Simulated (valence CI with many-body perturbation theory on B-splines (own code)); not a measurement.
## Isoelectronic trend, 21 electrons, Pd25+ to Pr38+

Method: configuration interaction combined with many-body perturbation theory (CI+MBPT): three valence electrons over a frozen Dirac-Fock core [Ar], a basis of 9 s, 9 p, 10 d, 8 f, 5 g, 3 h, 1 i functions for each j, with the one-electron correlation potential Σ1, the two-electron term Σ2, the three-electron term Σ3, Breit, model QED; selected CI, second order for the rest (own B-spline code, finite nucleus). Basis and details of the method differ along the sequence, and some ions are missing.

Excitation energies in eV above the lowest level of each ion. Labels name the leading LS component, so a column can jump where levels mix; a blank means that no level of the computed list carries the label, and where several do, the lowest of them is shown. The ionisation energies from NIST are mostly theoretical or semi-empirical. By estimate, terms of the open shell hold to 2 to 4 % up to charges of about 25 and to about 1 % beyond; near the neutral end and where shells cross, configurations can be misplaced by 0.1 to 0.6 eV.

| Ion | Lowest level | IE (eV) | IE, NIST (eV) | 3d³ ⁴F_5/2 | 3d³ ⁴P_3/2 | 3d³ ⁴P_1/2 | 3d³ ²G_7/2 | 3d³ ²H_11/2 | 3d³ ²D_5/2 | 3d³ ²F_7/2 |
| --- | --- | --- | --- | --- | --- | --- | --- | --- | --- | --- |
| Pd25+ | 3d³ ⁴F_3/2 | 1290.7 | 1290 ± 4 | 3.903 | 9.244 | 10.70 | 14.13 | 19.82 | 21.27 | 25.50 |
| Ag26+ | 3d³ ⁴F_3/2 | 1382.7 | 1382 ± 4 | 4.506 | 9.861 | 11.48 | 15.43 | 21.47 | 23.08 | 27.29 |
| Cd27+ | 3d³ ⁴F_3/2 | 1477.8 | 1477 ± 4 | 5.181 | 10.55 | 12.34 | 16.87 | 23.27 | 25.03 | 29.21 |
| In28+ | 3d³ ⁴F_3/2 | 1576 | 1575 ± 4 | 5.933 | 11.31 | 13.27 | 18.46 | 25.22 | 27.14 | 31.28 |
| Sn29+ | 3d³ ⁴F_3/2 | 1677.3 | 1676 ± 4 | 6.769 | 12.15 | 14.28 | 20.21 | 27.33 | 29.40 | 33.52 |
| Sb30+ | 3d³ ⁴F_3/2 | 1781.7 | 1781 ± 4 | 7.692 | 13.08 | 15.38 | 22.13 | 29.61 | 31.82 | 35.92 |
| Te31+ | 3d³ ⁴F_3/2 | 1889.2 | 1889 ± 4 | 8.709 | 14.11 | 16.57 | 24.24 | 32.08 | 34.39 | 38.50 |
| I32+ | 3d³ ⁴F_3/2 | 1999.9 | 1999 ± 4 | 9.824 | 15.23 | 17.86 | 26.54 | 34.73 | 37.13 | 41.28 |
| Xe33+ | 3d³ ⁴F_3/2 | 2113.7 | 2113 ± 5 | 11.04 | 16.46 | 19.25 | 29.05 | 37.58 | 40.01 | 44.26 |
| Cs34+ | 3d³ ⁴F_3/2 | 2230.6 | 2230 ± 5 | 12.37 | 17.81 | 20.75 | 31.78 | 40.65 | 43.06 | 47.44 |
| Ba35+ | 3d³ ⁴F_3/2 | 2350.6 | 2349 ± 5 | 13.81 | 19.27 | 22.36 | 34.74 | 43.94 | 46.27 | 50.85 |
| La36+ | 3d³ ⁴F_3/2 | 2473.9 | 2473 ± 5 | 15.37 | 20.85 | 24.09 | 37.93 | 47.46 | 49.67 | 54.50 |
| Ce37+ | 3d³ ⁴F_3/2 | 2600.2 | 2600 ± 4 | 17.05 | 22.56 | 25.94 | 41.37 | 51.22 | 53.28 | 58.39 |
| Pr38+ | 3d³ ⁴F_3/2 | 2729.8 | 2729 ± 4 | 18.87 | 24.40 | 27.93 |  | 55.23 | 57.13 | 62.53 |

Task: Does the computed ground configuration or its J change in this range?

Result: No, it stays 3d³ with J = 3/2; its leading component is 82 % ⁴F at the start and 57 % ⁴F at the end, where the leading jj configuration holds 94 %.

Shares of the ionisation energy in eV, for some of the ions:

| Ion | Σ1 | Σ2 | Σ3 | Breit | QED |
| --- | --- | --- | --- | --- | --- |
| Pd25+ | 2.59 | 5.04 | 0.0339 | -0.551 | 0.0499 |
| Cd27+ | 2.60 | 5.15 | 0.0395 | -0.693 | 0.0589 |
| Sn29+ | 2.60 | 5.25 | 0.0448 | -0.856 | 0.0688 |
| Te31+ | 2.61 | 5.35 | 0.0495 | -1.04 | 0.0798 |
| Xe33+ | 2.61 | 5.44 | 0.0536 | -1.25 | 0.0918 |
| Ba35+ | 2.62 | 5.53 | 0.0571 | -1.48 | 0.105 |
| Ce37+ | 2.62 | 5.61 | 0.0600 | -1.73 | 0.119 |
